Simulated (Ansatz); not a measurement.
## Counterpoise correction, worked out

The pair of HF (SMILES F, atoms 1–2) and GeH₄ (SMILES [GeH4], atoms 3–7), both closed shells, in one local arrangement (a lower one may exist), relaxed at PBE0-D4/def2-TZVP:

```
7
angstrom
F -0.1455 -0.7723 -2.5248
H -0.3784 -0.1627 -1.8686
Ge 0.1174 0.1745 0.8949
H -0.4408 -1.2246 1.1669
H -0.1738 1.1129 2.0699
H -0.5987 0.7576 -0.3459
H 1.6197 0.1146 0.6078
```

Computed with Ansatz 0.2.0 (basis: def2-TZVPPD); correlated methods freeze the cores. Filled d shells of the heavier atoms are correlated. The def2 sets are not built for correlating such inner shells, so the correlated values are less sure here.

MP2 total energies in eV:

| system | geometry | basis functions | energy |
| --- | --- | --- | --- |
| pair | pair | all | -59274.62393 |
| HF | as in the pair | all (partner as ghosts) | -2730.38051 |
| GeH₄ | as in the pair | all (partner as ghosts) | -56544.19755 |
| HF | as in the pair | its own | -2730.37316 |
| GeH₄ | as in the pair | its own | -56544.18020 |
| HF | free (PBE0-D4 minimum) | its own | -2730.37406 |
| GeH₄ | free (PBE0-D4 minimum) | its own | -56544.18729 |

Q: Work out the interaction energy with and without the counterpoise correction, the superposition error, and the binding energy from the relaxed fragments.

A: Without correction: -59274.62393 − (-2730.37316) − (-56544.18020) = -0.07057 eV.
With correction (each fragment in the whole basis): -59274.62393 − (-2730.38051) − (-56544.19755) = -0.04587 eV = -1.06 kcal/mol.
The superposition error is the difference, 0.02470 eV, 35 % of the uncorrected value: each fragment borrows its partner's functions.
Deformation from the free shapes: 0.00090 eV for HF and 0.00709 eV for GeH₄.
Binding energy from relaxed fragments: -0.04587 + 0.00090 + 0.00709 = -0.03788 eV = -0.87 kcal/mol (electronic, without zero-point energy; negative means bound). For comparison, the corrected interaction energy by CCSD(T) at an estimated basis limit (MP2 extrapolated from triple and quadruple zeta, plus CCSD(T) − MP2 in triple zeta) is -0.058 eV.

The T1 diagnostic stays at or below 0.012.

For scale, one of the runs: CCSD(T)/def2-TZVPPD, 179 basis functions, launched by `ansatz run in.yaml --threads 2 --pin off --events-out ev --progress --plain --max-ram 5222MiB`. Time: 50 s of wall clock on 2 CPU threads of an Arm Neoverse V1; the host was shared. Peak host memory: 1.7 GiB.
